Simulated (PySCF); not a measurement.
## Working out the ionisation energy of Fe¹¹⁺

Fe¹¹⁺ [Ne] 3s2 3p3 (4S) → Fe¹²⁺ [Ne] 3s2 3p2 (3P). Calculation: PySCF 2.14, in an uncontracted even-tempered set (17 s from 0.69 bohr⁻², ratio 2.5; 11 p from 0.9 bohr⁻², ratio 2.5; 5 d from 5 bohr⁻², ratio 2.7; 4 f from 7.5 bohr⁻², ratio 2.7); no relativity, point nucleus. Frozen: 1s2; the 17 highest virtual orbitals dropped. Energies in hartree (1 hartree = 27.21139 eV):

```json
{"part": "UHF", "Fe¹¹⁺ (lower)": "-1213.457452", "Fe¹²⁺ (upper)": "-1201.428363"}
{"part": "CCSD correlation", "Fe¹¹⁺ (lower)": "-0.471606", "Fe¹²⁺ (upper)": "-0.457285"}
{"part": "(T)", "Fe¹¹⁺ (lower)": "-0.002659", "Fe¹²⁺ (upper)": "-0.002760"}
```

Task: What does Hartree-Fock give?

Result: (-1201.428363) − (-1213.457452) = 12.029089 hartree = 327.328 eV.

Task: What do CCSD and CCSD(T) give?

Result: The CCSD correlation energies differ by 0.014321 hartree = 0.390 eV and the triples by -0.000101 hartree = -0.003 eV, so CCSD gives 327.718 eV and CCSD(T) 327.715 eV.

A first-order spin-orbit estimate adds -1.367 eV to CCSD(T) (outer shells), giving 326.348 eV against 330.8 ± 0.6 eV (semi-empirical (NIST evaluation); NIST Atomic Spectra Database, ionization energies).

The calculation is non-relativistic.

What remains against the reference includes basis incompleteness, the frozen core and higher excitations.
